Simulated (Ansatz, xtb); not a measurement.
## Relative energy of two structures of FH3O3Sn

Structure a: `[OH][Sn]([OH])([OH])[F]`, a singlet. Structure b: a triplet given by its coordinates. Both are gas-phase species (loosely bound parts included), relaxed with PBE0-D4/def2-SVP; the shapes shown needn't be the lowest conformers.

a (Å):

```xyz
8

F    -2.4098    0.6543   -1.3446
O    -0.8187   -1.4717    0.3436
O    -1.6039    1.3852    1.6049
O    -3.8942   -0.8016    1.0160
Sn   -2.1781   -0.0696    0.4322
H     0.0259   -1.1327    0.0209
H    -2.2394    2.1122    1.6119
H    -4.2064   -1.4987    0.4252
```

b (Å):

```yaml
atoms:
  - { symbol: F, position_ang: [-3.3930, 0.4582, -0.4084] }
  - { symbol: O, position_ang: [-0.9911, -1.3929, 0.4156] }
  - { symbol: O, position_ang: [-1.0025, 1.6057, 1.1821] }
  - { symbol: O, position_ang: [-4.0244, -1.7923, 0.5830] }
  - { symbol: Sn, position_ang: [-2.2053, 0.0002, 1.1364] }
  - { symbol: H, position_ang: [-0.1106, -1.0110, 0.2925] }
  - { symbol: H, position_ang: [-1.4917, 2.4303, 1.0578] }
  - { symbol: H, position_ang: [-4.1059, -1.1206, -0.1493] }
```

Close contacts (Å): F1–Sn5 2.00, O2–Sn5 1.98, O3–Sn5 2.01, O4–Sn5 2.61, O2–H6 0.97, O3–H7 0.97, O4–H8 1.00.

Task: Which of the two would you expect CCSD(T)/def2-SVP + ΔMP2/def2-TZVPP electronic energies to favour?

Result: Structure a; the calculation gives E(b) − E(a) = +85.0 kcal/mol.

The same difference at several levels:

| level | geometry | E(b) − E(a) (kcal/mol) | departure from the last row (kcal/mol) | job, with rough time for the two |
| --- | --- | --- | --- | --- |
| PBE0-D4/def2-SVP | PBE0-D4/def2-SVP | +70.1 | −15.0 | optimisation, 3.9 min |
| HF/def2-SVP | PBE0-D4/def2-SVP | +51.5 | −33.5 | part of the CCSD(T) run |
| MP2/def2-SVP | PBE0-D4/def2-SVP | +84.0 | −1.1 | part of the CCSD(T) run |
| CCSD(T)/def2-SVP | PBE0-D4/def2-SVP | +76.4 | −8.7 | single point |
| CCSD(T)/def2-SVP + ΔMP2/def2-TZVPP | PBE0-D4/def2-SVP | +85.0 |  | single point, 87 s |

None of the levels shown reverses the order. The largest departure from CCSD(T)/def2-SVP + ΔMP2/def2-TZVPP is that of HF/def2-SVP, 33.5 kcal/mol. Levels run at GFN2-xTB geometries aren't shown. The last row adds to CCSD(T) the change of the MP2 difference between the two basis sets, here +8.7 kcal/mol, a large step that makes the value less sure. The triplet state of b needn't be its ground state.

With harmonic frequencies from PBE0-D4/def2-SVP (ideal gas, rigid rotor, one conformer each, 298.15 K, 1 atm): on the last row, ΔE + ΔZPE = +83.8 kcal/mol. A mode under 50 cm⁻¹ makes harmonic enthalpies and free energies unreliable, so none is given.

Open shells are spin-unrestricted. The correlated steps freeze 8 core orbitals; the filled d shell of Sn is correlated, in a basis made for valence electrons. Atoms past krypton carry core potentials in the def2 sets and no spin–orbit term is included. ΔG holds the spin degeneracy. Run with Ansatz 0.2.0; the last row on 2 threads of Intel(R) Xeon(R) Platinum 8259CL CPU @ 2.50GHz (Skylake/Cascade Lake) on a shared host.
